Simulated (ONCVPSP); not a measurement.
Building the ONCV potential for B (Z = 5) (LDA (Perdew-Wang 92), scalar-relativistic).

ONCVPSP 4.0.1 input, shortened (lines: element, Z, core and valence counts, functional; n l f; lmax; l rc ep ncon nbas qcut; lloc lpopt rc5 dvloc0; l nproj debl; icmod fcfact rcfact), LDA (Perdew-Wang 92), scalar-relativistic:

```
  B 5.00    1    2  -001012      upf
    1    0    2.00
    2    0    2.00
    2    1    0.75
    2
    0    1.45    0.00    5    8    5.10
    1    3.50    0.00    5    8    3.60
    2    3.55    0.09    5    9    2.90
    4    5    1.30    4.00
    0    2    1.30
    1    3    1.70
    2    1    1.30
    0    0.00    0.00
```

All-electron outer shells of the reference configuration (LDA (PZ), scalar-relativistic, ld1.x):

```csv
shell,level (eV),outermost node (bohr),outermost maximum (bohr)
1s,-181.41,–,0.21
2s,-11.63,0.46,1.50
2p,-5.85,–,1.52
```

Results:

- Cutoffs needed: 12 Ha and 32 Ha (the cutoffs (Ha) at which the residual kinetic energy of the hardest occupied pseudo-wave falls to 1 and 0.1 mHa per electron)
- Ghost test: no bound ghost flagged; no localised positive-energy state flagged
- Largest excitation error: +370 meV (all-electron minus pseudo) for 2s1 2p0, out of 4 test configurations

Generation and tests took about 4.4 s on one core of a shared server CPU.
